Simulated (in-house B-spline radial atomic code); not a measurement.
Checks on a self-consistent run for Cd, [Kr] 4d10 5s2. Computed with a radial B-spline atomic code at the basis-set limit: Dirac-Hartree-Fock, average of configuration, Fermi nucleus of rms radius 4.6087 fm.

```csv
orbital,q,ε (Eh),<1/r>,<r²>,small-component weight
1s1/2,2,-987.35880,50.6423,0.00124918,0.030979
2s1/2,2,-149.80406,11.7165,0.0203159,0.0065357
2p1/2,2,-139.02264,11.6595,0.0152301,0.0065152
2p3/2,4,-131.91537,10.9299,0.016538,0.0062448
3s1/2,2,-29.32209,4.1269,0.145096,0.0018689
3p1/2,2,-24.95500,4.02374,0.140839,0.0018046
3p3/2,4,-23.64592,3.84931,0.149341,0.0017346
3d3/2,4,-16.00097,3.67584,0.130634,0.0016066
3d5/2,6,-15.73828,3.63016,0.133219,0.0015852
4s1/2,2,-4.74690,1.55358,0.88689,0.00045437
4p1/2,2,-3.27069,1.43192,1.02864,0.00039752
4p3/2,4,-3.04604,1.37962,1.09245,0.00037858
4d3/2,4,-0.73824,1.06639,1.89472,0.00024077
4d5/2,6,-0.70889,1.04892,1.9588,0.00023411
5s1/2,2,-0.28144,0.412831,11.0942,3.5954e-05
```

Electron-electron repulsion V_ee = 2115.7268 hartree.

(1) What total energy follows from the eigenvalues?

(2) Does the Dirac virial theorem hold?

(3) What diamagnetic shielding (Lamb formula) and susceptibility (Langevin formula) do the radii give?

Answers

(1) The eigenvalues count the repulsion twice, so E = Σqε - V_ee = -3477.592 - 2115.727 = -5593.319 hartree; the run printed -5593.319.

(2) For a point nucleus E = -2c²Σq·w, with w the small-component weight. Here Σq·w = 0.14892 and c = 137.0360, so the ratio E/(-2c²Σq·w) is 1.000042; the finite nucleus accounts for the departure from 1.

(3) σ = (α²/3)Σq<1/r> = 282.813/(3·137.036²) = 5020.1 ppm, and χ = -0.79199×10⁻⁶·Σq<r²> = -41.46×10⁻⁶ cm³/mol with Σq<r²> = 52.352 bohr². Both are non-relativistic formulas without the paramagnetism of open shells.
